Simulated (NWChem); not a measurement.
C$_{2}$HBN$_{2}$O$_{2}$; SMILES O=C=NBN=C=O

```xyz
8

B     -0.8208    -0.4154    -0.5197
H     -1.6582    -1.0735    -1.0545
N     -0.9152     0.9953    -0.5655
C     -0.7101     2.1723    -0.4298
O     -0.5664     3.3349    -0.3328
N      0.2670    -1.0349     0.1607
C      0.8157    -2.0600     0.4959
O      1.4195    -2.9953     0.8671
```
Atoms are numbered in this order, from 1.

Level: B3LYP/6-31G* (spherical d) (NWChem), optimised geometry, unscaled harmonic frequencies. 

| frequency (cm⁻¹) | IR intensity (km/mol) |
|---|---|
| 12 | 0.1 |
| 88 | 1.8 |
| 101 | 0.1 |
| 145 | 0.8 |
| 402 | 11.1 |
| 575 | 26.7 |
| 595 | 26.1 |
| 618 | 21.8 |
| 621 | 33.8 |
| 851 | 84.1 |
| 872 | 49.7 |
| 974 | 110.2 |
| 1194 | 325.3 |
| 1552 | 54.2 |
| 1617 | 377.6 |
| 2380 | 2642.1 |
| 2448 | 561.7 |
| 2690 | 121.1 |

- zero-point energy = 25.3 kcal/mol
- thermal correction to the enthalpy at 298.15 K (with zero-point energy) = 30.3 kcal/mol
- heat capacity Cv = 21.2 cal/(mol K)
- entropy at 298.15 K and 1 atm (symmetry number 1) = 87.8 cal/(mol K)
- dipole moment = 0.94 D

Rigid rotor and harmonic oscillator; modes under 100 cm⁻¹ make the entropy uncertain.
